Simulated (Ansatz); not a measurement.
The cluster CrS₂⁻. Charge -1, multiplicity 4. Geometry PBE0-D4/def2-TZVPD; atoms count from 1.

Cartesian coordinates in Å:
```
Cr 0.0285 0.0045 0.0087
S 0.1901 1.5273 -1.4578
S -0.2186 -1.5318 1.4490
```

The charge -1 quartet is spin-contaminated (final ⟨S²⟩ up to 4.23, 3.75 for a pure state). The geometry of the quartet was relaxed on an unsound state (⟨S²⟩ 4.23, where a pure state has 3.75). The structure comes from a short search, and lower isomers may exist.

(1) Estimate the Mulliken populations from the PBE0/def2-TZVPD orbitals of Ansatz.

(2) Where does the spin sit?

(3) And the Mayer bond orders between bonded heavy atoms (over 0.3)?

## Answers

(1) 
| atom | charge (e) | spin (α − β) | d electrons |
| --- | --- | --- | --- |
| Cr1 | 0.00 | 4.42 | 4.53 |
| S2 | -0.50 | -0.71 | – |
| S3 | -0.50 | -0.71 | – |
Mulliken values and Mayer orders depend strongly on the basis. With diffuse functions, as here, like atoms can get unlike values, and bond orders can come out too low or too high.

(2) Summed by element: Cr 4.42, S -1.42, of 3 unpaired in all. Largest on single atoms: Cr1 4.42, S2 -0.71, S3 -0.71.

(3) Cr1–S2 1.49 (2.12 Å); Cr1–S3 1.49 (2.12 Å). Values over 0.3 also appear between atoms too far apart for a bond (S2–S3 0.34 at 4.24 Å); they arise where an orbital or an unpaired electron spreads over both atoms.
